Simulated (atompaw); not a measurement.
**Fe PAW (atompaw): all-electron and pseudo phase curves**

iron (Fe), PAW, made with atompaw 4.2.0.5 (PBE, scalar-relativistic). Core [Ne], reference 3s2 3p6 3d6 4s1 4p1. Waves: 3s (bound); 4s (bound); 3p (bound); 4p (bound); 3d (bound); 3d channel at 0.9 Ry. Local part: vpsmatchnc scheme with l = 3 at 0.5 Ry, radius 1.35 bohr. Core correction: smooth core density matched at 1.45 bohr. Augmentation charge: sinc compensation charge, radius 1.60 bohr; PAW radius 1.70 bohr; waves and projectors: bloechl.

The phase is arctan(r·u′/u) with u = r·R(r), unwrapped; energies in Ry, scanned from -9 to 5 Ry. A pole is an energy at which the radial function vanishes at the test radius. The pseudo phase is shifted by a multiple of π to meet the all-electron one at the reference energy, and phase errors are pseudo minus all-electron; the curves can meet again beyond the range given. Levels narrower than the energy grid can be missing from the lists of poles.

Problem. For each channel, where are the poles, and over which energies does the pseudopotential scatter like the atom?

Solution.

```
channel  radius (bohr)  reference energy (Ry)  poles, all-electron  poles, pseudo  unbroken range about the reference energy with phases within 0.05 rad  phase error 1 Ry above the reference energy (rad)
      s           1.71                  -0.47                -6.79          -6.79                                                              below 1.6                                             -0.005
      p           1.71                  -0.16                -4.16          -4.16                                                        the whole range                                             -0.000
      d           1.71                  -0.68                 0.10           0.10                                                        the whole range                                             +0.000
```

Phases in the s channel:

```
E (Ry)  all-electron  pseudo
 -9.00         1.309   1.308
 -8.52         1.280   1.279
 -8.04         1.224   1.222
 -7.56         1.023   1.020
 -7.08        -1.223  -1.223
 -6.60        -1.643  -1.644
 -6.12        -1.722  -1.723
 -5.64        -1.762  -1.763
 -5.16        -1.789  -1.791
 -4.68        -1.813  -1.815
 -4.20        -1.836  -1.837
 -3.72        -1.860  -1.861
 -3.24        -1.886  -1.888
 -2.76        -1.917  -1.918
 -2.28        -1.953  -1.954
 -1.80        -1.998  -1.998
 -1.32        -2.055  -2.056
 -0.84        -2.132  -2.132
 -0.36        -2.239  -2.239
  0.12        -2.397  -2.398
  0.60        -2.638  -2.644
  1.08        -2.991  -3.014
  1.56        -3.418  -3.465
  2.04        -3.795  -3.855
  2.52        -4.058  -4.122
  3.00        -4.230  -4.297
  3.48        -4.347  -4.416
  3.96        -4.429  -4.504
  4.44        -4.490  -4.573
  4.92        -4.537  -4.633
```
